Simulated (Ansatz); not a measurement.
HO$_{4}$Re, charge -1, doublet, at a GFN2-xTB geometry (such geometries of metal compounds can be far from the true shape) (the multiplicity is a formal guess) (core potentials on Re) (a gas-phase anion, which may not be bound at this level). Base run: B3LYP/def2-SVP in Ansatz (a first-principles code).

Here is a job for Ansatz.
Ansatz 0.2 input:
```yaml
crystal:
  periodic: [false, false, false]
  atoms:
    - {symbol: Re, position_ang: [0.03578640, -0.02883254, -0.10313258]}
    - {symbol: O, position_ang: [1.12264555, 0.96699777, -0.91313413]}
    - {symbol: O, position_ang: [0.63725458, -0.43904940, 1.52962609]}
    - {symbol: O, position_ang: [-0.61885758, -1.38001878, -0.86127528]}
    - {symbol: O, position_ang: [-1.33372315, 1.01112209, 0.97258712]}
    - {symbol: H, position_ang: [-1.14253492, 0.89002731, 1.91251316]}
basis:
  gaussian:
    orbitals: def2-SVP
hamiltonian:
  xc: b3lyp
total_charge: -1
magnetization: {spin_polarized: true, initial_magnetization: 1}
```

Variants of this job, named by their change:

```json
[
 {"change": "base", "basis functions": "93", "E (Eh)": "-379.74084"},
 {"change": "basis = ANO-RCC-VDZP; relativity = none", "basis functions": "129", "E (Eh)": "-14158.00997"},
 {"change": "basis = ANO-RCC-VDZP; relativity = spin-free X2C; nucleus = Gaussian", "basis functions": "129", "E (Eh)": "-16995.46900"},
 {"change": "basis = x2c-SVPall; relativity = none", "basis functions": "127", "E (Eh)": "-14323.94061"},
 {"change": "basis = ANO-RCC-VDZP; relativity = spin-free X2C", "basis functions": "129", "E (Eh)": "-16998.01080"},
 {"change": "basis = x2c-SVPall; relativity = spin-free X2C; nucleus = Gaussian", "basis functions": "127", "E (Eh)": "-16994.80237"},
 {"change": "basis = x2c-TZVPall; relativity = spin-free X2C", "basis functions": "211", "E (Eh)": "-16998.17452"},
 {"change": "basis = x2c-SVPall; relativity = spin-free X2C", "basis functions": "127", "E (Eh)": "-16996.89149"},
 {"change": "basis = x2c-TZVPall; relativity = spin-free X2C; nucleus = Gaussian", "basis functions": "211", "E (Eh)": "-16996.01616"},
 {"change": "basis = x2c-TZVPall; relativity = none", "basis functions": "211", "E (Eh)": "-15577.04046"}
]
```

Total energies compare only within one method and basis.

Ansatz warned in this series: the basis is contracted for relativity, which the run leaves out.

A gas-phase anion may not be bound at this level; its values then depend on the basis.

Basis sets contracted for a relativistic Hamiltonian are a mismatch without it, so the rows without relativity aren't non-relativistic limits. No row has spin-orbit coupling; sets with core potentials leave out the core electrons.
